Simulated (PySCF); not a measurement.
Dipole response of Pb²⁺ (lead, charge +2)

[Xe] 4f14 5d10 6s2, closed-shell 1S. Computed with PySCF 2.14 in aug-cc-pwCVTZ-DK3 (11s10p8d5f1g, 125 functions), with the spin-free X2C one-electron Hamiltonian (Gaussian nucleus). Coupled (time-dependent) response in atomic units; α is the mean over directions.

```tsv
method	mean α (bohr³)	C₆ (like pair)	S(−4)
UHF	15.59	107.7	75.00
```

S(−4) is the Cauchy moment in α(ω) = α(0) + S(−4) ω² + …

α(iu) at UHF:

```csv
u (hartree),α(iu) (bohr³)
0,15.59
0.0500,15.41
0.100,14.89
0.200,13.20
0.300,11.29
0.500,8.219
0.750,5.934
1.00,4.594
1.50,3.095
2.00,2.259
3.00,1.358
5.00,0.6374
```

A single London oscillator, α(iu) = α/(1 + u²/ω²), gives C₆ = (3/4) ω α². Matching the computed C₆ needs ω = 4 × 107.7 / (3 × 15.59²) = 0.591 hartree.

For an ion, C₆ is the dispersion term alone; charge-induced terms of lower order in 1/R come first.

Spin-orbit coupling, which splits the p, d and f shells strongly at this Z, is absent.
